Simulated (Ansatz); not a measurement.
`N[BH][Al]([Cl])[Cl]` + HCl → `[Cl][Al]([Cl])[Cl]` + `BN` at 298.15 K and 1 bar (cleavage of the Al–B bond).

Program: Ansatz. Geometries: PBE0-D4/def2-TZVP. ΔE: electronic, gas phase. CCSD(T)/CBS is the MP2 limit (def2-TZVPP, def2-QZVPP) plus CCSD(T) − MP2 in def2-TZVPP, frozen cores. This one scheme is used for every species. Each species was taken in one conformer, which may not be the lowest.

```
              species  CCSD(T)/CBS energy (Eh)  H − E (kJ/mol)  S (J/(mol·K))
`N[BH][Al]([Cl])[Cl]`              -1243.05355           137.1          366.6
                  HCl               -460.38127            26.6          186.8
 `[Cl][Al]([Cl])[Cl]`              -1621.56364            29.2          313.6
                 `BN`                -81.93499           137.2          228.1
```

H − E and S are ideal-gas, rigid-rotor, harmonic terms from PBE0-D4/def2-TZVP, for one conformer and one mirror image of each species. 1 Eh = 2625.50 kJ/mol, R = 8.31446 J/(mol·K).

**Question.** By hand: ΔE, ΔH, ΔS and ΔG.

**Answer.** ΔE = (-1621.56364) + (-81.93499) − (-1243.05355) − (-460.38127) = -0.06381 Eh = -167.5 kJ/mol. Δ(H − E) = 29.2 + 137.2 − 137.1 − 26.6 = 2.7, so ΔH = -164.8 kJ/mol. ΔS = 313.6 + 228.1 − 366.6 − 186.8 = -11.7 J/(mol·K). ΔG = -164.8 − 298.15 × (-11.7)/1000 = -161.3 kJ/mol.

**Question.** By hand: the equilibrium constant, and the temperature at which ΔG would vanish if ΔH and ΔS stayed fixed.

**Answer.** log₁₀ K = −ΔG/(RT ln 10) = 28.3. ΔG = 0 at ΔH/ΔS = 14085 K, far beyond where these terms or the molecules hold.

The number of gas molecules stays the same, so ΔS is small and ΔH decides. A doubt of 5 kJ/mol in ΔE shifts log₁₀ K by 0.9 here. Other conformers and mirror images would add mixing entropy, several J/(mol·K) or more a flexible species. These are equilibria of isolated gas molecules and say nothing of rates. Largest T1 diagnostic: 0.012 (customary marks: 0.02 for closed shells, 0.045 for open ones).
